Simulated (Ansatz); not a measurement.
`N[Si](O)([SiH3])Cl`. Charge 0, multiplicity 1.

Z-matrix (Å, degrees):
```
Si
O 1 1.643
Si 1 2.337 2 111.6
N 1 1.695 2 111.6 3 124.0
Cl 1 2.069 2 107.2 3 -119.0
H 2 0.959 1 117.7 3 68.9
H 3 1.486 1 110.9 2 -166.7
H 3 1.488 1 109.6 2 -46.2
H 3 1.490 1 110.0 2 72.8
H 4 1.007 1 120.5 2 -76.9
H 4 1.008 1 121.1 2 72.9
```

(1) List the harmonic frequencies (cm⁻¹, unscaled) at PBE0-D4/def2-TZVP in Ansatz. (Estimate.)

(2) Is this a minimum?

(3) Give the ideal-gas thermochemistry at 298.15 K and 1 bar (rigid rotor, harmonic oscillator; point group C1, symmetry number 1).

Results:

(1) Ansatz gave: 37, 96, 113, 155, 233, 262, 271, 293, 356, 437, 501, 519, 547, 815, 824, 836, 897, 930, 936, 956, 1573, 2209, 2220, 2236, 3602, 3700, 3908.

(2) Yes, all 27 modes are real.

(3) Zero-point energy 176.2 kJ/mol; H(298) − E = 203.2 kJ/mol; entropy 397.1 J/(mol·K), of which translation 169.3, rotation 118.2, vibration 109.5; G(298) − E = 84.8 kJ/mol. Modes under 100 cm⁻¹ are hindered rotations or soft bends, so the harmonic entropy is rough.
